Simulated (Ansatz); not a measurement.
`OC/C=C/Br` + CH₄ → `CC/C=C\Br` + H₂O at 400 K and 1 bar (formal exchange of groups at a C–O bond).

Isolated molecules relaxed with PBE0-D4/def2-TZVP in Ansatz; ΔE leaves out vibrations. CCSD(T)/CBS is the MP2 limit (def2-TZVPP, def2-QZVPP) plus CCSD(T) − MP2 in def2-TZVPP, frozen cores. This one scheme is used for every species. Double bonds are as drawn, so ΔE can hold a change between cis and trans. For Br outer-core shells are correlated without core-valence functions, which leaves a few kJ/mol of doubt a bond. Scalar relativity is left out up to krypton. One conformer a species, not always the lowest.

```csv
species,CCSD(T)/CBS energy (Eh),H − E (kJ/mol),S (J/(mol·K))
`OC/C=C/Br`,-2765.62458,228.3,363.8
CH₄,-40.46206,131.3,197.2
`CC/C=C\Br`,-2729.72518,291.0,376.0
H₂O,-76.37941,69.8,198.6
```

H − E and S are ideal-gas, rigid-rotor, harmonic terms from PBE0-D4/def2-TZVP, for one conformer and one mirror image of each species. 1 Eh = 2625.50 kJ/mol, R = 8.31446 J/(mol·K).

Q: By hand: ΔE, ΔH, ΔS and ΔG.

A: ΔE = (-2729.72518) + (-76.37941) − (-2765.62458) − (-40.46206) = -0.01795 Eh = -47.1 kJ/mol. Δ(H − E) = 291.0 + 69.8 − 228.3 − 131.3 = 1.2, so ΔH = -45.9 kJ/mol. ΔS = 376.0 + 198.6 − 363.8 − 197.2 = 13.6 J/(mol·K). ΔG = -45.9 − 400 × (13.6)/1000 = -51.3 kJ/mol.

Q: By hand: the equilibrium constant, and the temperature at which ΔG would vanish if ΔH and ΔS stayed fixed.

A: log₁₀ K = −ΔG/(RT ln 10) = 6.7. ΔH and −TΔS have one sign here, so there is no such temperature.

The number of gas molecules stays the same, so ΔS is small and ΔH decides. A doubt of 5 kJ/mol in ΔE shifts log₁₀ K by 0.7 here. Other conformers and mirror images would add mixing entropy, several J/(mol·K) or more a flexible species. Modes under 60 cm⁻¹, often nearly free rotors, make the harmonic entropy too high. These are equilibria of isolated gas molecules and say nothing of rates. Largest T1 diagnostic: 0.010 (customary marks: 0.02 for closed shells, 0.045 for open ones).
